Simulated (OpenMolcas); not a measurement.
Lines of Mn2+: computed and rescaled rates

```json
{
 "Program": "OpenMolcas 26.06",
 "Method": "CASSCF",
 "Basis": "ANO-R3 [8s5p5d3f2g1h]",
 "Scalar Hamiltonian": "X2C, finite nucleus",
 "Active space": "5 electrons in 5 orbitals (3d)",
 "State averaging": "2S+1 = 6 even, 1 root; 2S+1 = 4 even, 24 roots; 2S+1 = 2 even, 75 roots",
 "Spin-orbit coupling": "state interaction with AMFI integrals over the reference wave functions, term energies averaged over their components"
}
```

Rates come from the transition moments of the reference wave functions (E1 and E2 in the length form). At fixed line strength A goes as λ^-3 for E1 and M1 and as λ^-5 for E2, so a rate at the computed wavelength can be rescaled to the measured one. Measured vacuum wavelengths follow from level energies in Corliss and Sugar, J. Phys. Chem. Ref. Data 6, 1253 (1977). Branching counts decays inside the model space alone, at computed energies, and the table is only a selection of the E2 and M1 lines, drawn from those between levels with measured partners whose computed energy lies within a factor of 1.5 of the measured one.

```tsv
Upper	Lower	Type	λ computed (nm)	λ measured (nm)	A computed (s-1)	A rescaled (s-1)	Branching %
3d⁵ ⁴D_7/2	3d⁵ ⁴P_5/2	M1	3330	3185	1.77e-02		91.1
3d⁵ ⁴D_5/2	3d⁵ ⁴P_5/2	M1	3238	3109	9.93e-03		29.4
3d⁵ ²G_7/2(1)	3d⁵ ⁴F_7/2	M1	2430	2359	9.54e-03		22.2
3d⁵ ²G_9/2(1)	3d⁵ ⁴F_9/2	M1	2352	2256	2.45e-02		31.7
3d⁵ ²G_7/2(1)	3d⁵ ²F_7/2(1)	M1	1950	1910	1.11e-02		25.8
3d⁵ ²F_5/2(2)	3d⁵ ⁴F_3/2	M1	1186	1365	5.14e-02		44.3
3d⁵ ²F_7/2(2)	3d⁵ ⁴F_9/2	M1	1167	1336	5.70e-02		47.0
3d⁵ ²I_11/2	3d⁵ ⁴G_9/2	M1	737.1	811.5	2.60e-04		23.6
3d⁵ ²I_11/2	3d⁵ ⁴G_11/2	M1	736.9	809.7	8.40e-04		76.2
3d⁵ ²I_13/2	3d⁵ ⁴G_11/2	M1	735.1	809.6	3.19e-05		85.9
3d⁵ ²D_5/2(1) [74 %]	3d⁵ ⁴P_5/2	M1	689.8	828.5	2.54e-01		55.6
3d⁵ ²F_7/2(1)	3d⁵ ⁴G_9/2	M1	483.9	634.7	2.77e-01		67.9
3d⁵ ²F_5/2(1) [72 %]	3d⁵ ⁴G_7/2	M1	473	615.6	2.35e-01		45.3
3d⁵ ²F_5/2(1) [72 %]	3d⁵ ⁴G_5/2	M1	472.7	615.5	1.17e-01		22.5
3d⁵ ⁴F_9/2	3d⁵ ⁴G_11/2	E2	461.8	597.1	5.74e-01	1.59e-01	60.8
3d⁵ ⁴F_7/2	3d⁵ ⁴G_9/2	E2	461.3	597	4.01e-01	1.10e-01	44.2
3d⁵ ⁴F_5/2	3d⁵ ⁴G_7/2	E2	459.8	594.9	3.25e-01	8.96e-02	34.2
3d⁵ ⁴F_3/2	3d⁵ ⁴G_5/2	E2	458.9	594.6	5.04e-01	1.38e-01	51.0
3d⁵ ²H_9/2	3d⁵ ⁴G_9/2	M1	418.4	508.5	9.43e-02		38.8
3d⁵ ²H_9/2	3d⁵ ⁴G_7/2	M1	418.3	508.8	8.89e-02		36.6
3d⁵ ²H_11/2	3d⁵ ⁴G_11/2	M1	416.1	503.9	2.42e-01		49.1
3d⁵ ⁴P_5/2	3d⁵ ⁶S_5/2	M1	270	342.8	7.38e-01		100.0
3d⁵ ²G_9/2(2)	3d⁵ ²I_13/2	E2	262.8	336.4	1.31e+01	3.81e+00	84.2
3d⁵ ²G_7/2(2)	3d⁵ ²I_11/2	E2	262.5	336.5	1.35e+01	3.90e+00	86.2
3d⁵ ⁴D_5/2	3d⁵ ⁶S_5/2	M1	249.2	308.8	2.10e-02		62.0
```

Spin-changing lines and M1 lines between different terms are not rescaled, since their strength hangs on the term gaps too.

The largest correction is for 3d⁵ ⁴F_3/2 → 3d⁵ ⁴G_5/2 (E2): 5.04e-01 × (458.9 / 594.6)^5 = 1.38e-01 s-1, a factor of 0.27.

The computed order of these levels differs from the measured one in 2 places, and where term gaps are wrong the rates of spin-changing lines can be off by large factors.

These are rates of the free ion; in crystals, glasses and complexes forced electric-dipole and non-radiative decay shorten such lifetimes by orders of magnitude. No measured rate stands beside these. Rescaling mends the energy factor alone: line strengths can still be far off where a level mixes with configurations outside the active space, and weak or spin-changing lines hang on small mixing coefficients that depend on the term gaps too, so rescaling need not improve them.

Without dynamic correlation excited terms often stand tens of per cent too high (terms of higher spin than the ground term too low), and those without a measured partner can miss by more than the paired ones. Some levels mix across a computed gap that differs much from the measured one, so their mixing is not that of the real levels. Computed and measured levels are paired by configuration, term and J; levels that our copy of the source lacks, or whose pairing is in doubt (as where it misses far off the trend of its configuration), stay unpaired. Levels of configurations outside the active space are missing.

A share in square brackets marks a mixed level and gives the weight of the term that names it. A number in round brackets counts repeated terms of one configuration in the order of the reference energies.
